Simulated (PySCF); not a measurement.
PySCF 2.14 output of an unrestricted PBE calculation on a single atom or ion in aug-cc-pVDZ-DK (6s5p3d, 36 functions), with scalar relativity by spin-free X2C-1e:

```
SCF conv_tol = 1e-09
number electrons alpha = 18  beta = 16
    J. P. Perdew, K. Burke, and M. Ernzerhof.,  Phys. Rev. Lett. 77, 3865 (1996)
    J. P. Perdew, K. Burke, and M. Ernzerhof.,  Phys. Rev. Lett. 78, 1396 (1997)
    J. P. Perdew, K. Burke, and M. Ernzerhof.,  Phys. Rev. Lett. 77, 3865 (1996)
    J. P. Perdew, K. Burke, and M. Ernzerhof.,  Phys. Rev. Lett. 78, 1396 (1997)
cycle= 1 E= -2788.12711371882  delta_E= -0.00755  |g|= 0.0407  |ddm|= 0.35
cycle= 2 E= -2788.1273416491  delta_E= -0.000228  |g|= 0.0133  |ddm|= 0.0399
cycle= 3 E= -2788.12737474778  delta_E= -3.31e-05  |g|= 0.0011  |ddm|= 0.0255
cycle= 4 E= -2788.12737524357  delta_E= -4.96e-07  |g|= 1.88e-05  |ddm|= 0.00445
cycle= 5 E= -2788.12737524377  delta_E= -2.04e-10  |g|= 7.99e-07  |ddm|= 8.34e-05
converged SCF energy = -2788.12737524377  <S^2> = 2.0012269  2S+1 = 3.0008178
```

The run itself started from symmetry-adapted Hartree-Fock orbitals and held the occupation by maximum overlap, on a logarithmic radial grid, so the iterations belong to that start.

Question: Which element, charge and spin multiplicity is this?

Answer: Kr(2+) (krypton, charge +2), multiplicity 3; the state was [Ar] 3d10 4s2 4p4, high-spin 3P determinant.
